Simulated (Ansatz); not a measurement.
Cartesian coordinates in Å:
```
O -2.1462 0.1472 0.8614
Si -0.8275 0.4783 1.7394
Cl -1.3317 1.9924 3.0032
Cl -0.2822 -1.1540 2.8635
C 0.6571 0.9868 0.7365
C 1.2755 -0.0974 -0.1563
Si 0.3607 -0.5576 -1.6945
O -1.0613 -1.2820 -1.3043
Cl -0.0198 1.0924 -2.8397
Cl 1.4654 -1.8536 -2.8219
H -2.0087 -0.4547 0.1143
H 0.3701 1.8658 0.1492
H 1.4059 1.3341 1.4558
H 2.2633 0.2245 -0.5058
H 1.4450 -1.0227 0.4061
H -1.5657 -1.6995 -2.0068
```

Total charge 0; spin multiplicity 1.

(1) List the CAM-B3LYP/def2-TZVPP orbital energies in eV (the Gaussian-basis code of Ansatz). (Estimate.)

Results:

(1) The calculation gave: Occupied: -2764.91, -2764.86, -2764.38, -2764.34, -1803.70, -1803.05, -523.94, -522.72, -279.50, -279.27, -259.71, -259.66, -259.18, -259.13, -198.75, -198.70, -198.62, -198.62, -198.57, -198.57, -198.22, -198.17, -198.09, -198.08, -198.05, -198.04, -148.01, -147.37, -103.39, -103.38, -103.29, -102.76, -102.72, -102.66, -31.12, -29.96, -25.75, -25.21, -25.04, -24.52, -23.69, -20.08, -18.25, -17.38, -15.87, -15.08, -14.77, -14.27, -13.98, -13.40, -13.34, -12.85, -12.52, -12.26, -12.07, -11.84, -11.56, -11.34, -11.16, -11.06, -10.86, -10.73, -10.62, -10.36, -10.20. Lowest empty: 0.77, 1.66, 1.80, 2.08, 2.31, 2.64, 2.81, 3.02.
